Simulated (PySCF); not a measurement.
An equivalent PySCF input for He (helium, neutral), 1s2, closed-shell 1S, with scalar relativity by spin-free X2C-1e:

```python
from pyscf import gto, scf, dft, mp, cc
import basis_set_exchange as bse
mol = gto.M(atom="He 0 0 0", charge=0, spin=0, symmetry="D2h",
            basis=gto.basis.parse(bse.get_basis("jorge-DZP-DKH", elements=["He"], fmt="nwchem", header=False)),
            nucmod="G")
mf = dft.UKS(mol, xc="TPSS").sfx2c1e()
mf.irrep_nelec = {'Ag': (1, 1)}
mf.kernel()
```

It reaches the same state as the run whose output follows, with an energy that differs only through the grid. The run itself started from symmetry-adapted Hartree-Fock orbitals and held the occupation by maximum overlap, on a logarithmic radial grid, so the iterations belong to that start.

```
SCF conv_tol = 1e-09
number electrons alpha = 1  beta = 1
XC functionals = TPSS
    J. Tao, J. P. Perdew, V. N. Staroverov, and G. E. Scuseria.,  Phys. Rev. Lett. 91, 146401 (2003)
    J. P. Perdew, J. Tao, V. N. Staroverov, and G. E. Scuseria.,  J. Chem. Phys. 120, 6898 (2004)
    J. Tao, J. P. Perdew, V. N. Staroverov, and G. E. Scuseria.,  Phys. Rev. Lett. 91, 146401 (2003)
    J. P. Perdew, J. Tao, V. N. Staroverov, and G. E. Scuseria.,  J. Chem. Phys. 120, 6898 (2004)
cycle= 1 E= -2.90263101290446  delta_E= -1.86e-05  |g|= 0.00191  |ddm|= 0.00721
cycle= 2 E= -2.90263254574719  delta_E= -1.53e-06  |g|= 0.000548  |ddm|= 0.00207
cycle= 3 E= -2.90263268395146  delta_E= -1.38e-07  |g|= 8.64e-08  |ddm|= 0.000463
cycle= 4 E= -2.90263268395146  delta_E= -6.22e-15  |g|= 5.23e-08  |ddm|= 2.88e-08
converged SCF energy = -2.90263268395146  <S^2> = 4.4408921e-16  2S+1 = 1
```
